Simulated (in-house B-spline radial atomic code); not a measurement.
Inner levels of tin as electrons are removed. A shift is the extra binding of the orbital against the neutral atom ([Kr] 4d10 5s2 5p2). Computed with a B-spline radial code for spherical atoms: non-relativistic Hartree-Fock, average of the configuration, point nuclei.

This level leaves out relativity, spin-orbit splitting included, which matters for heavy ions.

```
  ion      configuration  shift of 3p (eV)  shift of 2p (eV)  shift of 3s (eV)  radius of 3p (bohr)  radius of 2p (bohr)  radius of 3s (bohr)  Σ<r²> (bohr²)  change of density at nucleus (bohr⁻³)
 Sn6+           [Kr] 4d8            86.785            87.897            86.671              0.34185              0.11216              0.35037         18.529                                 -14.36
 Sn7+           [Kr] 4d7                 ?                 ?                 ?                    ?                    ?                    ?              ?                                      ?
 Sn8+           [Kr] 4d6            137.36            140.05            137.21              0.34147              0.11215              0.35006         15.222                                  1.663
 Sn9+           [Kr] 4d5            164.46            168.19            164.28              0.34122              0.11214              0.34985         13.786                                 10.956
Sn10+           [Kr] 4d4                 ?                 ?                 ?                    ?                    ?                    ?              ?                                      ?
Sn11+           [Kr] 4d3            222.05            228.47             221.8              0.34061              0.11212              0.34936         11.247                                 32.027
Sn12+           [Kr] 4d2            252.49            260.55             252.2              0.34024              0.11211              0.34906         10.116                                 43.786
Sn13+           [Kr] 4d1            283.99            293.91            283.64              0.33984               0.1121              0.34872         9.0634                                 56.347
Sn14+  [Ar] 3d10 4s2 4p6                 ?                 ?                 ?                    ?                    ?                    ?              ?                                      ?
Sn15+  [Ar] 3d10 4s2 4p5            350.75            365.49            350.43              0.33949              0.11208              0.34797         7.2315                                 86.496
```

(1) Fill in the row of Sn7+.

(2) Fill in the row of Sn10+.

(3) Fill in the row of Sn14+.

## Answers

(1) shift of 3p (eV): 111.45; shift of 2p (eV): 113.27; shift of 3s (eV): 111.32; radius of 3p (bohr): 0.34168; radius of 2p (bohr): 0.11215; radius of 3s (bohr): 0.35023; Σ<r²> (bohr²): 16.794; change of density at nucleus (bohr⁻³): -6.7824.

(2) shift of 3p (eV): 192.7; shift of 2p (eV): 197.68; shift of 3s (eV): 192.49; radius of 3p (bohr): 0.34093; radius of 2p (bohr): 0.11213; radius of 3s (bohr): 0.34962; Σ<r²> (bohr²): 12.466; change of density at nucleus (bohr⁻³): 21.081.

(3) shift of 3p (eV): 316.53; shift of 2p (eV): 328.51; shift of 3s (eV): 316.11; radius of 3p (bohr): 0.3394; radius of 2p (bohr): 0.11209; radius of 3s (bohr): 0.34836; Σ<r²> (bohr²): 8.08; change of density at nucleus (bohr⁻³): 69.704.
